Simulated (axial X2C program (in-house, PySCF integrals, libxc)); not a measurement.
**Worked dissociation energy of CrSi⁺: PBE0, non-relativistic**

Computed with an axial X2C code built on PySCF integrals. The Hamiltonian is the X2C one with the speed of light multiplied by 100, which is the non-relativistic limit. Basis: Cr dyall-v3z [9s9p6d3f2g], Si dyall-v3z [8s7p2d1f] (cores contracted in-house); Gaussian nuclei, density fitting, unrestricted open shells. Masses: Cr 51.941 u, Si 27.977 u.

Molecular state: M_S = 5/2, Λ = 0 (beyond evenly filled blocks: σα, π+α, π-α, δ+α, δ-α).

```
E(Cr+) (2M_S = 5, M_L = 0) : -1043.995437 hartree
E(Si) (2M_S = 2, M_L = 0)  : -289.258245 hartree
E(CrSi⁺) at Re             : -1333.307198 hartree
ωe                         : 299.5 cm⁻¹
ωexe                       : 1.51 cm⁻¹
```

(1) Work out De and D0.

One determinant describes the state; a PBE0 search over occupations chose it and may have missed a lower one. De is counted from the lowest determinant-based energies of the atoms at the same level, without counterpoise correction. Other states lie close and PBE0, whose exact exchange favours high spin, may order them wrongly; the determinant shown need not be the ground state. The nearest other spin-free determinant of the search, M_S = 7/2, Λ = 1, lies 0.07 eV up at the distance of the search.

The levels of this run spread widely (ωe from 242 to 312 cm⁻¹), so these constants depend on the method.

Each atomic determinant is the lowest at this level and need not be a pure term. Totals compare only within one Hamiltonian and basis.

Results:

(1) De = -1043.995437 + (-289.258245) − (-1333.307198) = 0.05352 hartree = 1.456 eV. The zero-point energy is ωe/2 − ωexe/4 = 149 cm⁻¹ = 0.019 eV, so D0 = 1.438 eV.
